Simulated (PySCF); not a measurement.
An unknown shows these calculated signals:

¹H NMR (400 MHz, computed): δ 4.35 (m, 1H), 4.20 (m, 1H), 3.33 (br s, 1H), 2.24 (m, 1H), 2.23 (m, 1H), 2.16 (s, 3H), 1.80 (m, 1H), 1.77 (m, 1H).

¹³C{¹H} NMR (computed): δ 179.0 (C), 82.4 (CH), 77.8 (CH), 23.1 (CH3), 23.0 (CH2), 20.3 (CH2).

- structure optimised with GFN2-xTB
- GIAO PBE0/pcSseg-1 shieldings
- run in PySCF
- single conformer, averaged over atoms made equivalent by symmetry, fast rotation or ring inversion, gas phase, non-relativistic

Scale: ¹H (31.72 ppm), ¹³C (186.93 ppm) against TMS (reference shieldings calculated alike).

Q: Which of these does the molecule contain: an OH group, a C≡C triple bond, an ester, an aldehyde, a heteroaromatic ring?

A: 
- An OH group: yes (δH 3.33 (br s)).
- A C≡C triple bond: no.
- An ester: yes (δC 179.0).
- An aldehyde: no.
- A heteroaromatic ring: no.

The data belong to SMILES CC(=O)O[C@@H]1CC[C@H]1O, C$_{6}$H$_{10}$O$_{3}$; they needn't prove each group on their own.

Carbon signals by region: 1 in the far downfield region (above 160 ppm), 2 at 50–100 ppm, 3 below 50 ppm. Above 160 ppm: 179.0, ester carbonyl carbon.

OH and NH positions are those of a molecule without intermolecular hydrogen bonds; in solution they move with solvent, concentration and temperature, and exchange usually removes their couplings. Shifts are as computed. Against solution values, carbons near 30 ppm lie about +3 ppm off and those near 130 ppm about +5 ppm. Of 1211 compounds with measured shifts, 218 miss one by over three times the rms of a fit or turn the order of signals round; such compounds aren't used in these exercises. No couplings were computed; multiplicities are counted from neighbouring protons, with m where these are inequivalent, close in shift, in a saturated or five-membered ring or joined by F or P, and br s for small geminal =CH2 splittings.
